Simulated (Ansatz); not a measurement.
# A basis-limit estimate, worked out

An elementary step of Si2NH7OF4, singlet (Si₂H₃OF₃ ([F][Si]([F])([F])[O][SiH3]) + NH₃ + HF → SiNH₂F₃ ([NH2][Si]([F])([F])[F]) + SiH₄O ([OH][SiH3]) + HF; bonds formed: O2–H9, H7–F10; dative contacts that become bonds: Si1–N8; bonds broken: Si1–O2, H7–N8, H9–F10). “Start” is the structure reached by relaxing down from the saddle towards the reactants; PBE0-D4/def2-TZVP structures. The saddle:

```tsv
atom	x (Å)	y (Å)	z (Å)
Si1	-0.6938	0.7281	0.8245
O2	0.2848	-0.0541	-0.6461
Si3	-0.0593	0.0345	-2.2893
F4	-1.9638	0.5178	-0.1222
F5	0.2097	2.0182	0.6361
F6	-1.5312	1.2655	2.0999
H7	1.2259	-0.7960	1.3282
N8	0.0483	-0.6296	1.7591
H9	1.2104	-0.3927	-0.3065
F10	2.1307	-0.8748	0.6116
H11	-0.5099	1.4055	-2.6075
H12	1.2075	-0.2916	-2.9832
H13	-1.1050	-0.9582	-2.6203
H14	-0.0377	-0.4615	2.7556
H15	-0.4166	-1.5114	1.5599
```

Ansatz 0.2.0; basis: def2-TZVPP and def2-QZVPP; cores frozen in the correlated methods.

Energies in eV:

| quantity | saddle | start |
| --- | --- | --- |
| Hartree–Fock, triple zeta (X = 3) | -30192.63402 | -30194.01185 |
| Hartree–Fock, quadruple zeta (X = 4) | -30193.83278 | -30195.22122 |
| MP2 correlation, X = 3 | -47.71445 | -47.30966 |
| MP2 correlation, X = 4 | -51.95030 | -51.54268 |
| CCSD(T) correlation, X = 3 | -50.05212 | -49.68992 |

**Question.** Work out the barrier at the basis limit: extrapolate Hartree–Fock as E(X) = E∞ + A exp(−7.88 √X) and the MP2 correlation as E(X) = E∞ + B X^−2.97 (the exponents that Neese and Valeev fitted for def2-TZVPP and QZVPP), then add CCSD(T) − MP2 in triple zeta.

**Answer.** Each step is linear, so take the differences first (saddle − start): Hartree–Fock 1.37783 (X = 3) and 1.38844 (X = 4); MP2 correlation -0.40479 and -0.40762; CCSD(T) correlation -0.36220.
Two points give E∞ = E(4) + w [E(4) − E(3)], with w = 1/(exp(7.88 (2 − √3)) − 1) = 0.1377 for Hartree–Fock and w = 1/((4/3)^2.97 − 1) = 0.7407 for the correlation.
Hartree–Fock: 1.38844 + 0.1377 × 0.01061 = 1.3899 eV.
MP2 correlation: -0.40762 + 0.7407 × (-0.00283) = -0.4097 eV.
CCSD(T) − MP2: -0.36220 − (-0.40479) = 0.0426 eV.
Sum: 1.3899 + (-0.4097) + 0.0426 = 1.0228 eV, or 23.59 kcal/mol. Plain CCSD(T) in triple zeta gives 1.0156 eV, so the larger basis shifts the result by 0.0072 eV.

No T1 diagnostic of these runs exceeds 0.012.

Labels in which every atom is bracketed show which atoms are joined, not bond orders.

For scale, one of the runs: CCSD(T)/def2-TZVPP, 368 basis functions, launched by `ansatz run in.yaml --threads 4 --pin off --events-out ev --progress --plain --max-ram 66560MiB --backend cuda --devices 0, --max-vram 37GiB`. Time: 36 s of wall clock on 4 CPU threads of an AMD EPYC 7R13 and a share of one NVIDIA H100; the host was shared. Peak host memory: 1.5 GiB.
